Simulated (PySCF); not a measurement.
FGe, charge +1, multiplicity 1.

```xyz
2

F      0.0000     0.0000    -1.3090
Ge     0.0000     0.0000     0.3682
```
Charge +1, spin multiplicity 1.

Coordinates come from a PBE0-D3(BJ)/def2-TZVPD optimisation. The multiplicity is an assumed one; other spin states were not compared.

Level of theory: PBE/pcSseg-2 run with PySCF. Non-relativistic, no solvent.

Problem. Give the absolute GIAO shielding of each atom: isotropic value and principal components (ppm). (Estimate from the structure and the level; the computed values follow.)

Solution. 
```
atom  σ(iso)     σ11     σ22     σ33    span
----  ------  ------  ------  ------  ------
F1     -67.9  -345.7  -345.7   487.9   833.6
Ge2   1590.7  1009.4  1009.4  2753.4  1744.0
```
